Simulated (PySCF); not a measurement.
Species: C₄H₁₃FSi₃.
Z-matrix (Å and degrees, PBE0-D3(BJ)/def2-SVP geometry), rows numbered from 1:
```
F 
C   1  1.4273
Si  2  1.8998  1  106.46
Si  2  1.9028  1  106.24  3  -119.91
Si  2  1.9049  1  106.07  3   120.08
C   5  1.8596  2  111.20  1    66.83
C   6  1.5114  5  120.20  2    87.15
C   7  1.4918  6   60.36  5   109.62
H   3  1.4930  2  110.01  1    63.01
H   3  1.4950  2  108.80  1  -176.95
H   3  1.4926  2  109.57  1   -57.22
H   4  1.4941  2  110.05  1    69.01
H   4  1.4907  2  109.64  1   -50.94
H   4  1.4951  2  109.03  1  -171.26
H   5  1.4985  2  108.39  1  -173.79
H   5  1.4945  2  107.49  1   -55.69
H   6  1.0961  5  114.82  2   -57.58
H   7  1.0932  6  117.59  8   108.87
H   7  1.0949  6  118.47  8  -107.92
H   8  1.0932  6  117.49  7  -108.75
H   8  1.0947  6  118.55  7   108.07
```

The calculation used PySCF, PBE0-D3(BJ)/def2-SVP geometry optimisation, gas phase.

Masses are those of the commonest isotopes; rigid-rotor values at the optimised geometry. The values belong to one conformer with, in the numbering `[F:1][C:2]([SiH3:3])([SiH3:4])[SiH2:5][CH:6]1[CH2:7][CH2:8]1`, F1–C2–Si5–C6 67°, C2–Si5–C6–C7 87°.

Question: Give the principal moments of inertia and the rotational constants in GHz.

Answer: Ia = 267.83, Ib = 705.75, Ic = 810.47 u·Å²; 505379 MHz·u·Å²/I gives 1887, 716.1 and 623.6 MHz, that is A = 1.8869, B = 0.7161, C = 0.6236 GHz.

Question: Classify the top.

Answer: An asymmetric top. Ray's parameter κ = (2B − A − C)/(A − C) = -0.854; −1 is the prolate and +1 the oblate limit.

Question: What does the inertial defect say?

Answer: Not planar: Δ = Ic − Ia − Ib = -163.11 u·Å². For a rigid frame Δ = −2 Σ m c², so Σ m c² = 81.56 u·Å² lies off the ab plane: 16.01 from hydrogen and 65.55 from heavier atoms. The atom farthest from that plane is 2.03 Å away.

Question: Give the other two planar moments, Paa and Pbb, and the rms extents of the mass along the axes.

Answer: Paa = Σ m a² = (Ib + Ic − Ia)/2 = 624.20 and Pbb = Σ m b² = (Ia + Ic − Ib)/2 = 186.28 u·Å². With the mass M = 164.03 u, the rms extents √(P/M) along a, b and c are 1.95, 1.07, 0.71 Å.

Question: List the rotational levels J(Ka,Kc) to J = 5 (cm⁻¹).

Answer: Above 0(0,0):
J = 1: 1(0,1) 0.0447, 1(1,1) 0.0837, 1(1,0) 0.0868
J = 2: 2(0,2) 0.1339, 2(1,2) 0.1700, 2(1,1) 0.1793, 2(2,1) 0.2965, 2(2,0) 0.2966
J = 3: 3(0,3) 0.2672, 3(1,3) 0.2993, 3(1,2) 0.3179, 3(2,2) 0.4305, 3(2,1) 0.4314, 3(3,1) 0.6336, 3(3,0) 0.6336
J = 4: 4(0,4) 0.4443, 4(1,4) 0.4716, 4(1,3) 0.5024, 4(2,3) 0.6091, 4(2,2) 0.6117, 4(3,2) 0.8127, 4(3,1) 0.8127, 4(4,1) 1.0966, 4(4,0) 1.0966
J = 5: 5(0,5) 0.6643, 5(1,5) 0.6866, 5(1,4) 0.7327, 5(2,4) 0.8322, 5(2,3) 0.8381, 5(3,3) 1.0367, 5(3,2) 1.0368, 5(4,2) 1.3204, 5(4,1) 1.3204, 5(5,1) 1.6854, 5(5,0) 1.6854

Question: Which types of transition are allowed, and where do some lines up to J = 5 fall?

Answer: The dipole components are |μa| = 1.23 D, |μb| = 0.31 D, |μc| = 0.82 D. The squared components, which scale the intensities, stand as 1.00 : 0.06 : 0.44 (a : b : c). Some lines, for components of 0.1 D or more:

| type | branch | J(Ka,Kc) | MHz | lower level (cm⁻¹) |
| --- | --- | --- | --- | --- |
| c | Q | 3(1,3) ← 3(0,3) | 963 | 0.267 |
| b | Q | 1(1,0) ← 1(0,1) | 1263 | 0.045 |
| b | R | 2(0,2) ← 1(1,1) | 1503 | 0.084 |
| b | R | 4(1,3) ← 3(2,2) | 2155 | 0.431 |
| c | Q | 3(2,2) ← 3(1,2) | 3377 | 0.318 |
| c | Q | 2(2,1) ← 2(1,1) | 3513 | 0.179 |
| b | R | 5(1,4) ← 4(2,3) | 3705 | 0.609 |
| b | Q | 2(2,1) ← 2(1,2) | 3790 | 0.170 |
| a | R | 3(1,2) ← 2(1,1) | 4154 | 0.179 |
| b | R | 5(0,5) ← 4(1,4) | 5778 | 0.472 |
| c | Q | 3(3,1) ← 3(2,1) | 6063 | 0.431 |
| b | Q | 3(3,1) ← 3(2,2) | 6089 | 0.431 |
| c | R | 2(2,1) ← 1(1,1) | 6377 | 0.084 |
| a | R | 5(3,3) ← 4(3,2) | 6714 | 0.813 |
| a | R | 5(1,4) ← 4(1,3) | 6904 | 0.502 |
| c | R | 4(1,3) ← 3(0,3) | 7050 | 0.267 |
| b | R | 4(2,3) ← 3(1,2) | 8732 | 0.318 |
| c | R | 4(2,2) ← 3(1,2) | 8810 | 0.318 |
| c | R | 5(2,3) ← 4(1,3) | 10064 | 0.502 |
| c | R | 3(3,0) ← 2(2,0) | 10103 | 0.297 |
| b | R | 4(3,2) ← 3(2,1) | 11431 | 0.431 |
| c | R | 4(3,2) ← 3(2,2) | 11457 | 0.431 |
| b | R | 4(3,1) ← 3(2,2) | 11459 | 0.431 |
| b | R | 4(4,1) ← 3(3,0) | 13879 | 0.634 |
| c | R | 4(4,0) ← 3(3,0) | 13879 | 0.634 |
| b | R | 5(5,0) ← 4(4,1) | 17653 | 1.097 |

Question: Estimate the classical rotational partition function at 25 K, 200 K and 298.15 K.

Answer: Point group C1, symmetry number σ = 1; q = (√π/σ)·√((kT/h)³/(ABC)), k/h = 20836.6 MHz/K: 23000 at 25 K, 519000 at 200 K, 946000 at 298.15 K.

No frequency check. Zero-point vibration and centrifugal distortion are left out. A rigid rotor knows nothing of internal rotation, which can split or shift real lines.
